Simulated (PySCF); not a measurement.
How methods differ on the interval between two levels of Al

Al [Ne] 3s2 3p1 [2P3/2, M_J = 3/2] → Al [Ne] 3s1 3p2 [4P5/2, M_J = 5/2], as a difference of total energies. All numbers are calculated (PySCF 2.14, the two-component X2C-1e Hamiltonian, in x2c-TZVPall-2c with one added diffuse shell each of s, p type (6s7p2d1f, 44 functions)). Correlated levels: [Ne] frozen; the 6 highest virtual spinors dropped. "Screened" scales the spin-orbit matrix elements by Boettger's factors to mimic the two-electron term; Breit and QED terms are absent.

| method | interval between two levels (cm⁻¹) | error (cm⁻¹) |
| --- | --- | --- |
| GHF (spin-free) | 19338 | -9692 |
| GMP2 (spin-free) | 25499 | -3532 |
| GHF (screened spin-orbit) | 19347 | -9684 |
| GMP2 (screened spin-orbit) | 25507 | -3524 |

Reference: 29031 cm⁻¹ (measured; NIST Handbook of Basic Atomic Spectroscopic Data (Sansonetti and Martin, J. Phys. Chem. Ref. Data 34, 1559 (2005))).

Errors of the correlated levels include the incompleteness of this basis and the frozen core.

The labels give the starting determinants; with spin-orbit coupling the two ends relaxed to ⟨J²⟩ = 3.77, ⟨L²⟩ = 2.01, ⟨S²⟩ = 0.76 and ⟨J²⟩ = 8.76, ⟨L²⟩ = 2.01, ⟨S²⟩ = 3.75.
